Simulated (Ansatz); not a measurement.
```yaml
crystal:
  periodic: [false, false, false]
  atoms:
    - {symbol: Si, position_ang: [1.067466, -0.501881, 1.579597]}
    - {symbol: Si, position_ang: [-0.860313, 0.422166, 0.715518]}
    - {symbol: Si, position_ang: [-1.066093, 0.504722, -1.579622]}
    - {symbol: Si, position_ang: [0.858939, -0.424998, -0.715494]}
basis:
  gaussian: {orbitals: ANO-RCC-VTZP, final_grid: {core_spheres: 1, valence_spheres: 1, degree: 1}}
hamiltonian: {xc: {name: PBE}}
```

```sh
$ ansatz run in.yaml --threads 4 --pin off --events-out ev --progress --plain --max-ram 10444MiB
```

Shortened log:

```
Functional definition: PBE
1332 factors; their error is unknown
mean field evaluation 1: about -31556.0890 eV, gradient 3.1e1 eV
mean field evaluation 2: about -31548.2928 eV, gradient 5.2e1 eV
mean field evaluation 4: about -31560.0041 eV, gradient 3.4e0 eV
mean field evaluation 8: about -31613.2341 eV, gradient 7.0e1 eV
mean field evaluation 16: about -31708.7901 eV, gradient 2.2e1 eV
a density is far from that of the atoms, so the factors are made again for it
1582 factors; integrals over basis functions are off by at most 3.7e-6 eV
mean field -31738.65202196 eV, -1166.3739485761 hartree, gradient 1.4e-5 eV, S^2 0.000000; 0 other end points of the search recorded, 0 dependent functions left out
reference -31738.65209021 eV, -1166.3739510841 hartree; 28, 28 occupied and 108, 108 virtual orbitals, 1582 factors
Total energy: -31738.65209021 eV, -1166.3739510841 hartree
Relativity: scalar
```

Task: Something in this input is off. What?

Result: The integration grid is far too coarse. The calculation finished and met its thresholds. The result belongs to that input, not to the molecule as meant.
